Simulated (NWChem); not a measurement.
System: CH$_{6}$FNOSi; SMILES CO[SiH](N)F

Here is an NWChem input.

```
start job
memory heap 200 mb stack 900 mb global 1100 mb
geometry units angstroms noautosym nocenter noautoz
  Si     0.034668     0.443170    -0.341853
  N      1.077919     1.637003     0.280451
  F     -1.467073     0.452552     0.268044
  O      0.698473    -1.005170     0.070638
  C     -0.004783    -2.240479     0.025618
  H     -0.128621     0.661401    -1.796306
  H      1.042731     2.593286    -0.046232
  H      1.472758     1.559891     1.208916
  H      0.637387    -3.008753     0.465828
  H     -0.233175    -2.529606    -1.009167
  H     -0.941598    -2.191936     0.593362
end
basis spherical
  * library 6-31g*
end
dft
  xc b3lyp
  iterations 150
end
cosmo
  do_cosmo_smd true
  solvent water
end
task dft energy
```

Output (shortened):

```
             Northwest Computational Chemistry Package (NWChem) 7.3.0
             --------------------------------------------------------

                             Geometry "geometry" -> ""
                             -------------------------

 Output coordinates in angstroms (scale by  1.889725989 to convert to a.u.)

  No.       Tag          Charge          X              Y              Z
 ---- ---------------- ---------- -------------- -------------- --------------
    1 Si                  14.0000     0.03466800     0.44317000    -0.34185300
    2 N                    7.0000     1.07791900     1.63700300     0.28045100
    3 F                    9.0000    -1.46707300     0.45255200     0.26804400
    4 O                    8.0000     0.69847300    -1.00517000     0.07063800
    5 C                    6.0000    -0.00478300    -2.24047900     0.02561800
    6 H                    1.0000    -0.12862100     0.66140100    -1.79630600
    7 H                    1.0000     1.04273100     2.59328600    -0.04623200
    8 H                    1.0000     1.47275800     1.55989100     1.20891600
    9 H                    1.0000     0.63738700    -3.00875300     0.46582800
   10 H                    1.0000    -0.23317500    -2.52960600    -1.00916700
   11 H                    1.0000    -0.94159800    -2.19193600     0.59336200

 Effective nuclear repulsion energy (a.u.)     256.6372347952

                                 NWChem DFT Module
                                 -----------------

 Summary of "ao basis" -> "ao basis" (spherical)
 ------------------------------------------------------------------------------
       Tag                 Description            Shells   Functions and Types
 ---------------- ------------------------------  ------  ---------------------
 Si                          6-31g*                  8       18   4s3p1d
 N                           6-31g*                  6       14   3s2p1d
 F                           6-31g*                  6       14   3s2p1d
 O                           6-31g*                  6       14   3s2p1d
 C                           6-31g*                  6       14   3s2p1d
 H                           6-31g*                  2        2   2s

 in cosmo_initialize ...
 calling solv_data for solv:h2o

 solvent parameters
 solvname_short: h2o
 solvname_long:  water
 dielec:       78.4000
 dielecinf:     1.7769
 aqueous SMD model solvent descriptors
 dielec:       78.4000
 sola:          0.8200

          ---------------
          -cosmo- solvent
          ---------------
 Cosmo: York-Karplus, doi: 10.1021/jp992097l
 dielectric constant -eps-     =  78.40
 screen = (eps-1)/(eps    )    =   0.98724
 surface charge correction     = lagrangian

   van der Waals surface
 --------------------------

 ---------- ATOMIC COORDINATES (A.U.) ------------ VDWR(ANG.) --
     1    0.06551302    0.83746987   -0.64600850     2.470
     2    2.03697155    3.09348711    0.52997554     1.890
     3   -2.77236598    0.85519928    0.50652971     1.730
     4    1.31992258   -1.89949587    0.13348646     1.520
     5   -0.00903856   -4.23389139    0.04841100     1.850
     6   -0.24305845    1.24986666   -3.39452613     1.200
     7    1.97047587    4.90059995   -0.08736581     1.200
     8    2.78310907    2.94776656    2.28451998     1.200
     9    1.20448678   -5.68571874    0.88028728     1.200
    10   -0.44063686   -4.78026220   -1.90704911     1.200
    11   -1.77936221   -4.14215842    1.12129159     1.200
 number of segments per atom =        128
 number of   points per atom =        128
 atom (   nspa,  nppa )
 ----------------------
    1 (     72,     0 )       0
    2 (     58,     0 )       0
    3 (     66,     0 )       0
    4 (     30,     0 )       0
    5 (     62,     0 )       0
    6 (     31,     0 )       0
    7 (     45,     0 )       0
    8 (     44,     0 )       0
    9 (     55,     0 )       0
   10 (     54,     0 )       0
   11 (     53,     0 )       0
 number of -cosmo- surface points =      570
 molecular surface =    120.697 angstrom**2
 molecular volume  =    104.007 angstrom**3
 -lineq- algorithm             =   0
 -bem- low  level              =   3
 -bem- from -octahedral-
 gaussian surface charge width =   4.50000
 degree of switching           =   1.00000
 switching function tolerance  =   0.00010
 atomic radii =
 --------------
    1 14.000  2.470
    2  7.000  1.890
    3  9.000  1.730
    4  8.000  1.520
    5  6.000  1.850
    6  1.000  1.200
    7  1.000  1.200
    8  1.000  1.200
    9  1.000  1.200
   10  1.000  1.200
   11  1.000  1.200
 ...... end of -cosmo- initialization ......

 nat:                    11
 ixmem:                  6636
 calling mnsol_interface()
 G(SMD-CDS) energy (kcal/mol)  =     4.296
 SMD-CDS SASA (angstrom**2)    =   148.106

            General Information
            -------------------
          SCF calculation type: DFT
          Wavefunction type:  closed shell.
          No. of atoms     :    11
          No. of electrons :    50
           Alpha electrons :    25
            Beta electrons :    25
          Charge           :     0
          Spin multiplicity:     1
          Use of symmetry is: off; symmetry adaption is: off
          Maximum number of iterations: 150
          AO basis - number of functions:    86
                     number of shells:    44
          Convergence on energy requested:  1.00D-06
          Convergence on density requested:  1.00D-05
          Convergence on gradient requested:  5.00D-04

              XC Information
              --------------
                         B3LYP Method XC Potential
                     Hartree-Fock (Exact) Exchange  0.200
                        Slater Exchange Functional  0.800 local
                    Becke 1988 Exchange Functional  0.720 non-local
              Lee-Yang-Parr Correlation Functional  0.810
                  VWN I RPA Correlation Functional  0.190 local

             Grid Information
             ----------------
          Grid used for XC integration:  medium
          Radial quadrature: Mura-Knowles
          Angular quadrature: Lebedev.
          Tag              B.-S. Rad. Rad. Pts. Rad. Cut. Ang. Pts.
          ---              ---------- --------- --------- ---------
          Si                  1.10       88          10.0       590
          N                   0.65       49          11.0       434
          F                   0.50       49          10.0       434
          O                   0.60       49          10.0       434
          C                   0.70       49          12.0       434
          H                   0.35       45          12.0       434
          Grid pruning is: on
          Number of quadrature shells:   554
          Spatial weights used:  Erf1

      Superposition of Atomic Density Guess
      -------------------------------------

 Sum of atomic energies:        -557.88737940

      Non-variational initial energy
      ------------------------------

 Total energy =    -559.890460
 1-e energy   =   -1280.327457
 2-e energy   =     463.799762
 HOMO         =      -0.366754
 LUMO         =       0.079262

   convergence    iter        energy       DeltaE   RMS-Dens  Diis-err
 ---------------- ----- ----------------- --------- --------- ---------
     COSMO gas phase
 d= 0,ls=0.0,diis     1   -561.0487016104 -8.18D+02  1.48D-02  8.77D-01
 d= 0,ls=0.0,diis     2   -561.0222317021  2.65D-02  7.43D-03  1.35D+00
 d= 0,ls=0.0,diis     3   -561.1417228152 -1.19D-01  1.20D-03  2.92D-02
 d= 0,ls=0.0,diis     4   -561.1437160366 -1.99D-03  5.10D-04  4.44D-03
 d= 0,ls=0.0,diis     5   -561.1441459253 -4.30D-04  1.24D-04  3.74D-04
  Resetting Diis
 d= 0,ls=0.0,diis     6   -561.1441828976 -3.70D-05  2.59D-05  1.04D-05
 d= 0,ls=0.0,diis     7   -561.1441838875 -9.90D-07  1.57D-05  1.43D-06
 d= 0,ls=0.0,diis     8   -561.1441837393  1.48D-07  9.69D-06  3.11D-06

   convergence    iter        energy       DeltaE   RMS-Dens  Diis-err
 ---------------- ----- ----------------- --------- --------- ---------
     COSMO solvation phase
 d= 0,ls=0.0,diis     1   -561.1480426362 -3.86D-03  1.62D-03  4.12D-03
 d= 0,ls=0.0,diis     2   -561.1490561281 -1.01D-03  4.07D-04  1.63D-03
 d= 0,ls=0.0,diis     3   -561.1491610661 -1.05D-04  1.70D-04  6.89D-04
 d= 0,ls=0.0,diis     4   -561.1492204690 -5.94D-05  4.13D-05  2.58D-05
 d= 0,ls=0.0,diis     5   -561.1492228798 -2.41D-06  1.18D-05  3.02D-06
 d= 0,ls=0.0,diis     6   -561.1492231378 -2.58D-07  3.54D-06  2.69D-07

         Total DFT energy =     -561.149223137807
      One electron energy =    -1285.682045550793
           Coulomb energy =      522.206418343813
    Exchange-Corr. energy =      -54.771680621410
 Nuclear repulsion energy =      256.637234795203

             COSMO energy =        0.460849895381

 Numeric. integr. density =       49.999992032899

                                COSMO-SMD solvation results
                                ---------------------------

             internal energy in gas <Psi(g)|H|Psi(g)> =      -561.144183739267
         internal energy in solvent <Psi(s)|H|Psi(s)> =      -561.142829860919
                               delta internal energy  =         0.001353878348 (    0.85 kcal/mol)
   total free energy in solvent <Psi(s)|H+V/2|Psi(s)> =      -561.156068674032
 polarization energy contribution <Psi(s)|V/2|Psi(s)> =        -0.013238813113 (   -8.31 kcal/mol)
    total free energy in solvent including G(SMD-CDS) =      -561.149223137807
                       G(SMD-CDS) energy contribution =         0.006845536225 (    4.30 kcal/mol)
     1 M fixed-concentration free energy of solvation =        -0.005039398540 (   -3.16 kcal/mol)

                       DFT Final Molecular Orbital Analysis
                       ------------------------------------

 Vector   23  Occ=2.000000D+00  E=-3.197370D-01
              MO Center=  3.9D-01, -1.3D+00,  6.5D-02, r^2= 2.4D+00
   Bfn.  Coefficient  Atom+Function         Bfn.  Coefficient  Atom+Function
  ----- ------------  ---------------      ----- ------------  ---------------
    49      0.461166   4 O  px               53      0.333905   4 O  px
    63     -0.240454   5 C  px               81     -0.168374   9 H  s
    82     -0.166503   9 H  s                86      0.163814  11 H  s
    85      0.144730  11 H  s                 8      0.137282   1 Si py
    50     -0.134496   4 O  py               52      0.124981   4 O  s

 Vector   24  Occ=2.000000D+00  E=-2.955136D-01
              MO Center=  3.5D-01, -1.0D+00, -1.6D-01, r^2= 2.4D+00
   Bfn.  Coefficient  Atom+Function         Bfn.  Coefficient  Atom+Function
  ----- ------------  ---------------      ----- ------------  ---------------
    51      0.510039   4 O  pz               55      0.393595   4 O  pz
    76      0.219246   6 H  s                65     -0.204770   5 C  pz
    84      0.196528  10 H  s                83      0.164838  10 H  s
    86     -0.128797  11 H  s                75      0.114255   6 H  s
    85     -0.113772  11 H  s                13      0.092144   1 Si pz

 Vector   25  Occ=2.000000D+00  E=-2.673019D-01
              MO Center=  9.7D-01,  1.4D+00,  2.1D-01, r^2= 1.7D+00
   Bfn.  Coefficient  Atom+Function         Bfn.  Coefficient  Atom+Function
  ----- ------------  ---------------      ----- ------------  ---------------
    21      0.456574   2 N  px               25      0.397145   2 N  px
    23     -0.274819   2 N  pz               27     -0.234256   2 N  pz
    22     -0.138032   2 N  py               51      0.113232   4 O  pz
    26     -0.112578   2 N  py               49     -0.107818   4 O  px
    55      0.096870   4 O  pz               36      0.090103   3 F  py

 Vector   26  Occ=0.000000D+00  E= 6.476711D-02
              MO Center=  6.5D-02,  7.4D-01, -3.8D-01, r^2= 5.3D+00
   Bfn.  Coefficient  Atom+Function         Bfn.  Coefficient  Atom+Function
  ----- ------------  ---------------      ----- ------------  ---------------
    12      1.058477   1 Si py               24     -0.908060   2 N  s
    66      0.535050   5 C  s                80      0.403577   8 H  s
    52      0.376126   4 O  s                84     -0.327322  10 H  s
     8      0.260842   1 Si py               78      0.194924   7 H  s
    40     -0.179810   3 F  py               82     -0.168014   9 H  s

 Vector   27  Occ=0.000000D+00  E= 6.914940D-02
              MO Center=  3.1D-01,  1.3D-01,  3.2D-01, r^2= 5.2D+00
   Bfn.  Coefficient  Atom+Function         Bfn.  Coefficient  Atom+Function
  ----- ------------  ---------------      ----- ------------  ---------------
    10      1.133293   1 Si s                24     -0.893924   2 N  s
    52     -0.723375   4 O  s                78      0.505894   7 H  s
    13      0.380265   1 Si pz               66     -0.358618   5 C  s
    80      0.332963   8 H  s                38     -0.298314   3 F  s
    68      0.286849   5 C  py               76     -0.276949   6 H  s

 Vector   28  Occ=0.000000D+00  E= 7.815691D-02
              MO Center= -5.3D-03,  2.3D-01, -4.2D-01, r^2= 5.1D+00
   Bfn.  Coefficient  Atom+Function         Bfn.  Coefficient  Atom+Function
  ----- ------------  ---------------      ----- ------------  ---------------
    11      1.063102   1 Si px               66      0.560573   5 C  s
    24     -0.548888   2 N  s                38      0.480814   3 F  s
    52     -0.338314   4 O  s                86     -0.339618  11 H  s
     7      0.303718   1 Si px               82     -0.271862   9 H  s
    25     -0.180566   2 N  px               21     -0.157993   2 N  px

     Multipole analysis of the density
     ---------------------------------

     L   x y z        total         alpha         beta         nuclear
     -   - - -        -----         -----         ----         -------
     0   0 0 0     -0.000000    -25.000000    -25.000000     50.000000

     1   1 0 0      0.169363     -2.027745     -2.027745      4.224853
     1   0 1 0      0.195007      2.614224      2.614224     -5.033440
     1   0 0 1      0.087170      0.303588      0.303588     -0.520007

     2   2 0 0    -30.189719    -79.452689    -79.452689    128.715660
     2   1 1 0      3.042117    -10.427130    -10.427130     23.896377
     2   1 0 1      1.819324     -0.414866     -0.414866      2.649056
     2   0 2 0    -19.530173   -172.970967   -172.970967    326.411760
     2   0 1 1      0.737533     -2.667469     -2.667469      6.072471
     2   0 0 2    -25.975976    -29.334471    -29.334471     32.692967
```

Level: B3LYP/6-31G* (spherical d), SMD on the gas-phase geometry. Coordinates come from a B3LYP/6-31G* (spherical d) optimisation. Solvent: water.
